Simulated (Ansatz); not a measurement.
CH$_{7}$GaSi, SMILES `[SiH3][CH2][GaH2]` at its PBE0-D4/def2-TZVP geometry, where that method's forces vanish. Total charge 0; spin multiplicity 1.

```xyz
10

Si   -1.4086    0.2812    0.1029
C     0.3618    0.5941   -0.4007
Ga    1.5854   -0.8348    0.1749
H    -2.3215    1.3700   -0.3416
H    -1.5161    0.1676    1.5843
H    -1.8988   -0.9973   -0.4838
H     0.6791    1.5437    0.0408
H     0.3959    0.6848   -1.4905
H     1.8478   -2.0618   -0.7698
H     2.2749   -0.7474    1.5834
```

(1) What forces (eV/Å) does ωB97M-V/def2-TZVPP give on these atoms in Ansatz? (Estimate.)

Answers

(1) Ansatz gave: 
```
Si1 -0.142  0.003  0.025
C2   0.007  0.026 -0.016
Ga3  0.062 -0.077  0.032
H4   0.107 -0.128  0.052
H5   0.017  0.009 -0.160
H6   0.059  0.135  0.065
H7  -0.028 -0.066 -0.042
H8  -0.005  0.004  0.083
H9  -0.020  0.104  0.082
H10 -0.056 -0.009 -0.121
```
